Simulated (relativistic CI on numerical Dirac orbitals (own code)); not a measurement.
## I¹⁵⁺: q coefficients and field-shift factors

These numbers are calculated, not measured: Dirac-Coulomb-Breit CI, orbitals from a KLI potential per configuration, derivatives by finite differences, unscaled Slater integrals, QED left out (own radial code, finite nucleus).

Configuration list (outside the closed core [Ar] 3d10): 4s2 4p6 4d2, 4s2 4p5 4d3, 4s2 4p6 4d 4f, 4s2 4p6 4d 5s, 4s2 4p6 4d 5p, 4s 4p6 4d2 4f, 4s2 4p6 4f2, 4s 4p6 4f3. Double excitations out of closed p, d and f shells are left out; levels of such configurations are missing from the list, as are those of other unlisted configurations, and high levels can miss mixing partners.

With x = (α/α₀)² − 1 an excitation energy changes as ω = ω₀ + qx; K = 2q/ω₀ is the relative enhancement. Terms are leading LS components, so labels can repeat. The field-shift factor is F = δν/δ⟨r²⟩ for the transition from the lowest level.

Lowest level 4s2 4p6 4d2 3F_2.

```tsv
Level	ω₀ (cm⁻¹)	q (cm⁻¹)	K	F (GHz/fm²)
4s2 4p6 4d2 3F_3	15239	17140	2.25	0.19
4s2 4p6 4d2 3F_4	28192	27060	1.92	0.312
4s2 4p6 4d2 3P_0	29907	4593	0.307	0.133
4s2 4p6 4d2 1D_2	34504	15730	0.912	0.24
4s2 4p6 4d2 3P_1	38768	17190	0.887	0.265
4s2 4p6 4d2 1G_4	55533	26020	0.937	0.386
4s2 4p6 4d2 3P_2	55894	35590	1.27	0.473
4s2 4p6 4d2 1S_0	103570	29640	0.572	0.576
4s2 4p5 4d3 5D°_2	603728	23550	0.078	1.71
4s2 4p5 4d3 5D°_1	605723	24960	0.0824	1.67
4s2 4p5 4d3 5F°_3	607100	31310	0.103	1.82
4s2 4p5 4d3 5D°_0	609970	29720	0.0974	1.71
4s2 4p5 4d3 5S°_2	612300	41480	0.135	1.6
4s2 4p5 4d3 5F°_4	613372	38150	0.124	1.9
4s2 4p5 4d3 5F°_5	624747	41150	0.132	1.88
4s2 4p5 4d3 5D°_2	627722	36020	0.115	1.73
4s2 4p5 4d3 5D°_3	628642	34660	0.11	1.52
4s2 4p5 4d3 5F°_1	629126	40930	0.13	1.51
4s2 4p5 4d3 5D°_4	629521	42350	0.135	1.67
4s2 4p5 4d3 5G°_6	636504	42510	0.134	1.82
4s2 4p5 4d3 3G°_3	641253	28070	0.0875	2.01
4s2 4p5 4d3 3P°_2	646979	41150	0.127	2.11
4s2 4p5 4d3 3G°_4	647001	37930	0.117	1.95
```

At this charge energies of transitions that change n are usually good to better than 1 %, and those within a shell (Δn = 0) to a few per cent. Terms inside the open d or f shell come out 10 to 20 % too wide with unscaled integrals. Levels and lines within the n = 5 or 6 shells can be off by up to 10 % or somewhat more, and those that change n by about 2 %, since core polarisation is missing.
